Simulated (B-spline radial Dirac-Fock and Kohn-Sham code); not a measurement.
Form factor and incoherent scattering function of Ir¹⁸⁺

System: iridium as Ir¹⁸⁺, configuration 1s2 2s2 2p6 3s2 3p6 3d10 4s2 4p6 4d10 4f12 5s1 (tabulated as the ground configuration, which this calculation does not bear out).

Calculated with an atomic code on a B-spline grid, using Dirac-Fock densities. f₀ is the Fourier transform of the spherical electron density, S the Waller-Hartree incoherent function, and s = sin θ/λ.

```
s (Å⁻¹)      f₀       S
      0  59.000   0.000
   0.05  58.833   0.144
    0.1  58.337   0.568
   0.15  57.526   1.243
    0.2  56.424   2.130
   0.25  55.062   3.180
    0.3  53.475   4.347
   0.35  51.704   5.588
    0.4  49.789   6.869
   0.45  47.771   8.166
    0.5  45.691   9.461
    0.6  41.482  12.008
    0.7  37.402  14.465
    0.8  33.617  16.809
    0.9  30.228  19.023
      1  27.274  21.100
    1.1  24.757  23.047
    1.2  22.647  24.880
    1.4  19.458  28.262
    1.6  17.278  31.323
    1.8  15.705  34.063
      2  14.446  36.467
    2.5  11.740  41.104
      3   9.336  44.322
    3.5   7.457  46.715
      4   6.187  48.599
      5   4.859  51.376
      6   4.103  53.291
```

f₀ starts at the number of electrons, 59, and has fallen to half at s ≈ 0.92 Å⁻¹. The sum of ⟨r²⟩ over the electrons is 9.088 bohr².
